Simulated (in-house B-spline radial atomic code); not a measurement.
**RPBE excitations of Ce V (Ce4+)**

Method: RPBE. Computed with an all-electron radial atomic-structure program (B-spline basis): linear response of the closed shell [Kr] 4d10 5s2 5p6 with the functional's adiabatic kernel; scalar-relativistic (spin-free one-electron X2C), finite nucleus, no spin-orbit coupling, no double excitations, S, P, D and F terms only; shells from n = 3 respond. Only terms of natural parity with L up to 3 were computed.

Spin-orbit coupling is strong here, so these LS terms don't match observed levels.

Command:
```bash
python run_td.py task.json out
```
Settings (radii: box in bohr, nucleus in fm):
```
Z                        58
electrons                54
configuration            [Kr] 4d10 5s2 5p6
hamiltonian              x2c
method                   rpbe,pbe
box_radius               19.1
rms_radius               4.8771
intervals                71
```

Cost of the run: 3.9 s on 1 thread of Arm Neoverse N1, with other jobs on the host.

The lowest states, in the order of their Tamm-Dancoff energies; the method's threshold (minus the highest occupied level) is 60.04 eV. Labels give the largest channel, * marks a mixed state, and oscillator strengths are full-response dipole values. Semilocal kernels can invert the small singlet-triplet splittings of Rydberg terms. Energies in eV:

```json
{"state": "5p → 4f 3D", "full response": "?", "Tamm-Dancoff": "?", "oscillator strength": "-"}
{"state": "5p → 4f 1D", "full response": "?", "Tamm-Dancoff": "?", "oscillator strength": "-"}
{"state": "5p → 5d 3P", "full response": "22.956", "Tamm-Dancoff": "23.034", "oscillator strength": "-"}
{"state": "5p → 5d 3F", "full response": "23.162", "Tamm-Dancoff": "23.269", "oscillator strength": "-"}
{"state": "5p → 5d 1F", "full response": "24.961", "Tamm-Dancoff": "24.985", "oscillator strength": "-"}
{"state": "5p → 6s 3P", "full response": "30.23", "Tamm-Dancoff": "30.24", "oscillator strength": "-"}
```

(1) Where does 5p → 4f 1D lie?

(2) Where does 5p → 4f 3D lie?

(3) How large is the singlet-triplet splitting of 5p → 4f (D terms) in Tamm-Dancoff?

(4) What polarisabilities and dispersion coefficient does the method give?

Answers

(1) At 14.089 eV in full response, 14.220 eV in Tamm-Dancoff.

(2) At 11.861 eV in full response, 11.933 eV in Tamm-Dancoff.

(3) 2.29 eV, from the unrounded values.

(4) Dipole 5.854 bohr³, quadrupole 19.21 bohr⁵, C6 33.1 hartree·bohr⁶ for two such species.
